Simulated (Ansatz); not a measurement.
System: ZrO, net charge -1, doublet state. The spin state was set by rule; other spins were not relaxed. 
Geometry from a B3LYP-D3(BJ)/def2-TZVP (Ansatz, a program for electronic structure) optimisation:
SMILES: [O]=[Zr-]
```xyz
2

Zr     0.0000     0.0000    -0.2947
O      0.0000     0.0000     1.4736
```
Charge -1, spin multiplicity 2.

Basis-set convergence of Hartree-Fock and CCSD(T) correlation energies (hartree) with Ansatz. Cores are frozen in the correlated levels unless marked. Open shells are spin-unrestricted. Spin-orbit coupling is left out. Frozen are the shells of the preceding noble gas and the d and f shells that filled before the atom's block. In def2 rows, elements after Kr have scalar-relativistic effective core potentials.

The UHF reference is spin-contaminated (<S^2> 0.60 over the pure value in the largest basis). The T1 diagnostic of CCSD in the largest basis is 0.094, which is high, so the coupled-cluster rows are less sure than usual.

```csv
basis,functions,E(HF),"E(corr, CCSD(T))"
def2-SVPD,57,-121.32880,-0.31397
def2-TZVPPD,96,-121.43372,-0.36806
def2-QZVPPD,147,-121.44029,-0.38734
```

Extrapolating the two largest sets (X = 3 and 4) as X^-3: E(corr) = (64·(-0.38734) - 27·(-0.36806))/37 = -0.4014 Eh, an estimate of the basis-set limit. The largest set recovers 96.5 % of it, the smallest 78.2 %.
